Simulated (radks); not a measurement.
Polarisabilities and homonuclear dispersion coefficients (atomic units). All-electron calculation, non-relativistic Kohn-Sham, LDA (Slater exchange, VWN5 correlation), spin-unpolarised, spherical densities, point nucleus. Program: a radial shooting solver on a logarithmic mesh with Libxc functionals. Response by self-consistent Sternheimer equations with the Hartree and adiabatic LDA kernel. "Uncoupled" leaves out the induced potential. Quadrupole and octupole values are given only where no p, d or f shell is open. The Sternheimer factor gamma scales a distant field gradient at the nucleus by 1 - gamma.

species,configuration,alpha1 (bohr^3),"alpha1, uncoupled",alpha2 (bohr^5),alpha3 (bohr^7),C6,C8,Sternheimer gamma,recommended alpha1
Zn,[Ar] 3d10 4s2,38.51,68.35,325.2,5076,278.6,13200,-9.89,38.67 +/- 0.3
Ga+,[Ar] 3d10 4s2,17.69,31.54,79.98,667.3,89.36,2405,-7.09,-
Ge2+,[Ar] 3d10 4s2,10.44,18.35,31.37,174.5,40.51,750.7,-5.95,-
As3+,[Ar] 3d10 4s2,6.934,11.99,15.28,62.48,21.71,302.7,-5.25,-
Se4+,[Ar] 3d10 4s2,4.937,8.415,8.463,26.89,12.88,142.3,-4.73,-
Br5+,[Ar] 3d10 4s2,3.685,6.201,5.102,13.07,8.181,74.15,-4.31,-
Kr6+,[Ar] 3d10 4s2,2.845,4.735,3.269,6.933,5.468,41.63,-3.96,-
Rb7+,[Ar] 3d10 4s2,2.255,3.717,2.194,3.927,3.799,24.75,-3.66,-
Sr8+,[Ar] 3d10 4s2,1.825,2.982,1.526,2.343,2.723,15.39,-3.40,-

Recommended values: Schwerdtfeger and Nagle, table of static dipole polarisabilities (2023 update), measured or computed.

Beside tabulated values, note that relativity, absent from the non-relativistic runs, is large for the heavy elements.
